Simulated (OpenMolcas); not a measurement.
Cl3+: effect of the active space

| Quantity | Value |
| --- | --- |
| Program | OpenMolcas |
| Method | CASSCF |
| Basis | ANO-L-VTZP |
| Scalar Hamiltonian | non-relativistic, point nucleus |
| Spin-orbit coupling | state interaction with AMFI integrals over the reference wave functions, term energies averaged over their components |

A. 2 electrons in 3 orbitals (3p); 2S+1 = 3 even, 3 roots; 2S+1 = 1 even, 6 roots; cost of the order of 4 core-seconds
B. 4 electrons in 4 orbitals (3s 3p); 2S+1 = 3 even, 6 roots; 2S+1 = 1 even, 12 roots; 2S+1 = 5 odd, 1 root; 2S+1 = 3 odd, 9 roots; 2S+1 = 1 odd, 8 roots; cost of the order of 23 core-seconds

Energies in cm⁻¹ above 3s² 3p² ³P₀, the measured ground level; measured values from Moore, Atomic Energy Levels, vol. I, NSRDS-NBS 35 (1971 reprint of NBS Circular 467, 1949).

| Level | A | B | Measured |
| --- | --- | --- | --- |
| 3s² 3p² ³P₀ | 0.0 | 0.0 | 0.0 |
| 3s² 3p² ³P₁ | 450 | 446 | 491 |
| 3s² 3p² ³P₂ | 1260 | 1230 | 1341 |
| 3s² 3p² ¹D₂ | 16811 | 16811 | 13766 |
| 3s² 3p² ¹S₀ | 40544 | 30606 | 32550 |

Deviations, from unrounded energies. A percentage is the sum of absolute deviations over the sum of measured energies, with the sign that they share, or ± where signs differ.

```csv
Against measurement,Levels,A,B
mean absolute deviation (cm-1),4,2800,1300
fine structure of the ground term (%),2,-6.6,-8.5
other terms of the ground configuration (%),2,+23.8,±10.8
```

B lies closest to measurement on these levels. The largest miss of B in the table is 3s² 3p² ¹D₂, by +3000 cm-1. The ranking rests on the paired levels alone, and a cruder setting can come out closer through cancelling errors.

Between A and B the level of the table that moves most is 3s² 3p² ¹S₀, by 9900 cm-1 (lowest in B, highest in A).

With the s shell closed, the reference lacks s² → p² mixing (holds for A). Computed and measured levels are paired by configuration, term and J; levels that our copy of the source lacks, or whose pairing is in doubt (as where it misses far off the trend of its configuration), stay unpaired and out of the deviations. Levels of configurations outside the active space are missing. The table leaves out levels that lie high or whose names do not pair safely across all columns.
